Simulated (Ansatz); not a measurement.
A nudged elastic band was laid between two geometries of GaH4N + H2 (8 atoms, charge 0, multiplicity 1).

All numbers below come from RKS r2SCAN-D4/def2-SVP (Ansatz).

```json
{
  "movable images": "7",
  "climbing image": "yes",
  "spring": "5.0 eV/Å²",
  "optimiser": "quadratic models (default)",
  "start path": "through a guess of the saddle point",
  "force threshold": "0.05 eV/Å",
  "iteration limit": "60",
  "end points": "relaxed"
}
```

Initial state:

```xyz
8
Properties=species:S:1:pos:R:3
Ga -0.548 0.641 -0.735
N 1.181 0.353 -0.273
H -1.119 -0.262 -1.868
H -1.294 1.761 0.046
H -0.503 -1.385 1.436
H -1.180 -1.648 1.661
H 1.784 -0.337 -0.708
H 1.678 0.877 0.440
```

Final state:

```xyz
8
Properties=species:S:1:pos:R:3
Ga -1.094 0.142 -0.251
N 0.996 -0.130 0.229
H -1.043 -0.282 -1.769
H -1.212 1.680 0.079
H 1.120 -0.815 0.976
H -1.710 -0.880 0.778
H 1.522 -0.459 -0.581
H 1.422 0.745 0.539
```

Question: Which bonds break or form, and what moves?

Answer: Bonds broken: H5–H6. Bonds formed: Ga1–H6, N2–H5. GaH4N + H2 becomes GaH6N.

Question: Give the energies along the band, and the barrier.

Answer: It converged. The highest image is number 4 of 0 to 8, 76.7 kJ/mol above the first end and 151.5 kJ/mol above the last; the last end lies 74.8 kJ/mol below the first. A vibrational analysis at the climbing image gives one clearly imaginary mode, 1150i cm⁻¹: a first-order saddle point. The orbitals stay closed-shell, which can raise the energy where a bond breaks towards radicals; this wasn't checked here.

| image | path coordinate (Å) | energy (kJ/mol) | H5–H6 (Å) | Ga1–H6 (Å) | N2–H5 (Å) |
| --- | --- | --- | --- | --- | --- |
| 0 | 0.00 | 0.0 | 0.76 | 3.37 | 2.96 |
| 1 | 0.50 | 0.3 | 0.76 | 2.94 | 2.90 |
| 2 | 1.01 | 6.0 | 0.76 | 2.60 | 2.49 |
| 3 | 1.52 | 32.3 | 0.79 | 2.22 | 1.99 |
| 4 | 2.02 | 76.7 | 0.97 | 1.87 | 1.47 |
| 5 | 2.42 | 12.6 | 1.39 | 1.70 | 1.12 |
| 6 | 2.83 | -47.5 | 1.87 | 1.60 | 1.03 |
| 7 | 3.23 | -69.0 | 2.36 | 1.58 | 1.02 |
| 8 | 3.63 | -74.8 | 2.84 | 1.58 | 1.02 |

Question: What is the geometry of the highest image?

Answer: 
```xyz
8
Properties=species:S:1:pos:R:3:forces:R:3
Ga -0.798 0.334 -0.430 0.04 -0.01 0.02
N 1.062 -0.023 0.120 -0.02 0.02 -0.02
H -1.218 -0.411 -1.730 0.00 0.00 0.00
H -1.387 1.636 0.185 0.00 0.00 0.00
H 0.009 -0.768 0.822 -0.02 0.00 0.00
H -0.943 -0.944 0.924 0.01 0.00 0.00
H 1.691 -0.517 -0.512 -0.01 -0.01 0.00
H 1.586 0.694 0.620 -0.01 0.00 0.01
```

Question: What are the harmonic wavenumbers there?

Answer: 1150i, 296, 420, 538, 585, 626, 681, 723, 772, 876, 1379, 1494, 1723, 1948, 1997, 2010, 3526, 3636 cm⁻¹.

The band took 9 iterations and of the order of 4 core-minutes.

Time of the run: 2.1 min on 2 threads of Arm Neoverse V1, on a shared host, peak memory 0.15 GiB.
